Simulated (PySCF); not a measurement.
Precursor series Hf F-H. All species are isolated molecules in the gas phase.

The charge on the central atom (Mulliken) from two functionals at the same geometries (PBE-D3(BJ)/def2-SVP), both in PySCF: PBE-D3(BJ)/def2-TZVP and TPSSh-D3(BJ)/def2-TZVP. 

| species | TPSSh-D3(BJ)/def2-TZVP (e) |
|---|---|
| 0 of 4 F replaced by H ([Hf(F)4]) | 1.70 |
| 1 of 4 F replaced by H ([Hf(F)3(H)]) | 1.41 |
| 2 of 4 F replaced by H ([Hf(F)2(H)2]) | 1.18 |
| 4 of 4 F replaced by H | 0.83 |

**Question.** What does PBE-D3(BJ)/def2-TZVP give for each?

**Answer.** 
- 0 of 4 F replaced by H ([Hf(F)4]): 1.54
- 1 of 4 F replaced by H ([Hf(F)3(H)]): 1.26
- 2 of 4 F replaced by H ([Hf(F)2(H)2]): 1.03
- 4 of 4 F replaced by H: 0.69
Over these rows, drawn at random from the members with no instability flagged (it was tested for open shells, ions and some series alone), PBE minus TPSSh-D3(BJ): mean -0.15 e, from -0.16 e to -0.14 e.
